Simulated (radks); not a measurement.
Spherical quantum dot in the effective-mass picture: electrons in a well V = -V0 / (1 + exp((r - R)/a)) with V0 = 3.08, R = 13.7, a = 0.99, with a point charge +1 (a donor) at the centre, all in effective atomic units (hartree* = m*/eps^2 hartree, bohr* = eps/m* bohr), one dielectric constant everywhere. Method: non-relativistic Kohn-Sham, PBEsol, spin-polarised, spherical densities; computed with a radial shooting solver with Libxc functionals. Levels are named by radial order and angular momentum (1s, 1p, 1d, 2s, ...), and open shells are averaged over m. Results are scaled to m* = 0.027 and eps = 15.2, for which hartree* = 3.18 meV and bohr* = 29.79 nm. Each electron was tried in the lowest free levels, single moves between levels near the top were tried too, and the lowest total energy was kept; such a search can miss a lower state. The series stops at N = 11: beyond it a trial failed or the search could not be trusted, so later rows were left out. At N = 1 the Hartree and exchange-correlation terms need not cancel, so that row can carry a self-interaction error.

N                         open shells  2S  addition energy mu(N+1) - mu(N) (meV)  e(HOMO) (meV)  rms radius (nm)
1                    1s(up 1, down 0)   1                                  1.481        -10.658            54.02
2                                none   0                                 0.6998        -9.5686            92.81
3                    2s(up 1, down 0)   1                                 0.3032        -9.0358            159.6
4   1p(up 1, down 0) 2s(up 1, down 0)   2                                 0.3000        -8.7096            186.8
5                    1p(up 3, down 0)   3                                 0.3338        -8.4102            205.2
6   1p(up 3, down 0) 2s(up 1, down 0)   4                                 0.3727        -8.0859            216.2
7   1p(up 3, down 1) 2s(up 1, down 0)   3                                 0.2848        -7.7184            226.9
8   1p(up 3, down 2) 2s(up 1, down 0)   2                                 0.2945        -7.4265            235.1
9                    2s(up 1, down 0)   1                                 0.3912        -7.1302            241.7
10  1d(up 1, down 0) 2s(up 1, down 0)   2                                 0.2932        -6.7407            247.5
11  1d(up 2, down 0) 2s(up 1, down 0)   3                                      -        -6.4476            252.4

All shells are closed at N = 2 (there: 1s2); the second difference of the energy has clear peaks (12 % above both neighbours; the first and last values, which can be the largest, are not judged, and half-filled shells can peak too) at N = 9.
